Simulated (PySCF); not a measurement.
## How methods differ on the ionisation energy of Fe¹⁴⁺

Fe¹⁴⁺ [Ne] 3s2 (1S) → Fe¹⁵⁺ [Ne] 3s1 (2S), as a difference of total energies. Computed with PySCF 2.14 in an uncontracted even-tempered set (18 s from 1.1 bohr⁻², ratio 2.5; 11 p from 1.4 bohr⁻², ratio 2.5; 5 d from 5.7 bohr⁻², ratio 2.7; 4 f from 8.5 bohr⁻², ratio 2.7), with scalar relativity by spin-free X2C-1e. Correlated levels: outer shells: 1s2 frozen; virtual orbitals above 40 to 60 times the deepest correlated orbital energy dropped. The calculations carry no spin-orbit coupling.

```json
{"method": "UHF", "ionisation energy (eV)": "452.89"}
{"method": "MP2 (outer shells)", "ionisation energy (eV)": "455.17"}
{"method": "SCS-MP2 (outer shells)", "ionisation energy (eV)": "455.41"}
{"method": "CCSD (outer shells)", "ionisation energy (eV)": "455.69"}
{"method": "CCSD(T) (outer shells)", "ionisation energy (eV)": "455.74"}
```

**Question.** How much does correlation contribute at CCSD(T) (outer shells)?

**Answer.** 455.74 − (452.89) = 2.85 eV, measured against UHF.

For comparison: 456.2 ± 0.5 eV (measured; NIST Atomic Spectra Database, ionization energies).
